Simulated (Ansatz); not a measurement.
`[SiH3][NH2+][Al-]([Cl])([Cl])[Cl]`, 11 atoms. The species carries charge 0 and has multiplicity 1. All runs use 4 threads of an Intel Xeon Platinum 8259CL on a shared host. Correlated methods freeze the cores.

Question: How many basis functions does each run have, and how long does it take in Ansatz? direct RPA on PBE orbitals/def2-TZVPP energy; RKS PBE0-D4/def2-QZVPP energy; RKS ωB97M-V/def2-SVP energy; RHF-CCSD(T)/def2-TZVPP energy; RHF-MP2/def2-QZVPP energy; RKS HSE06 (plane-wave form)-D4/def2-TZVPP energy; RKS B97M-V/def2-TZVPP energy; RKS PBE-QIDH (frozen core)/def2-TZVPP energy; RHF-CCSD(T)/def2-SVP energy; RKS ωB97M-V/def2-QZVPP energy; RKS PBE0-D4/def2-TZVP relaxation (6 steps); RKS PBE0-D4/def2-SVP energy. (Estimate.)

Answer: Ansatz gave: Other jobs shared the machine, so times are rough.

```
                                    level                   job  functions  wall time  peak host memory (GiB)
                     RKS PBE0-D4/def2-SVP                energy        129      1.9 s                    0.54
                     RKS ωB97M-V/def2-SVP                energy        129      6.5 s                    0.54
                     RHF-CCSD(T)/def2-SVP                energy        129      7.5 s                    0.66
RKS HSE06 (plane-wave form)-D4/def2-TZVPP                energy        311      7.5 s                     1.4
    direct RPA on PBE orbitals/def2-TZVPP                energy        311      7.5 s                    0.89
    RKS PBE-QIDH (frozen core)/def2-TZVPP                energy        311       10 s                       1
                    RKS B97M-V/def2-TZVPP                energy        311       12 s                    0.73
                   RKS PBE0-D4/def2-QZVPP                energy        557       23 s                     3.1
                   RKS ωB97M-V/def2-QZVPP                energy        557       38 s                     3.6
                       RHF-MP2/def2-QZVPP                energy        557       38 s                     4.3
                    RKS PBE0-D4/def2-TZVP  relaxation (6 steps)        246       45 s                       1
                   RHF-CCSD(T)/def2-TZVPP                energy        311      5 min                      10
```
